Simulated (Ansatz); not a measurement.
# Telling isomers of BH8NSi2 apart by their spectra

These gas-phase data were calculated for one isomer of BH8NSi2 at PBE0-D3(BJ)/def2-SVP (harmonic, unscaled wavenumbers; equilibrium rotational constants with average atomic masses):

* rotational constants: 7.624, 2.488, 1.96 GHz
* all wavenumbers above 1500 cm⁻¹: 3631, 2680, 2584, 2237, 2222, 2210, 2181, 2167

Candidates:

(1) `B[SiH2]N[SiH3]`, a singlet
(2) `N[SiH2]B[SiH3]`, a singlet
(3) `BN([SiH3])[SiH3]`, a singlet

Task: Which structure fits?

Result: Candidate (1). The band at 3631 cm⁻¹ lies where the N–H stretch is expected; (3) has no mode between 3250 and 3800 cm⁻¹. 1 mode lies between 3250 and 3800 cm⁻¹, one for each N–H bond, while (2) has 2.

The same quantities for all candidates:

```tsv
	rotational constants (GHz)	wavenumbers above 1500 cm⁻¹	E above the lowest, PBE0-D3(BJ)/def2-SVP (kcal/mol)
(1)	7.624, 2.488, 1.96	3631, 2680, 2584, 2237, 2222, 2210, 2181, 2167	36.8
(2)	7.725, 2.051, 1.689	3699, 3601, 2625, 2222, 2208, 2206, 2192, 2125, 1549	47.5
(3)	6.672, 3.035, 2.193	2637, 2544, 2272, 2256, 2253, 2241, 2235, 2232	0.0
```

Harmonic stretches to hydrogen usually lie a few per cent above observed fundamentals. Each candidate is one conformer. Programs: Ansatz 0.2.0.
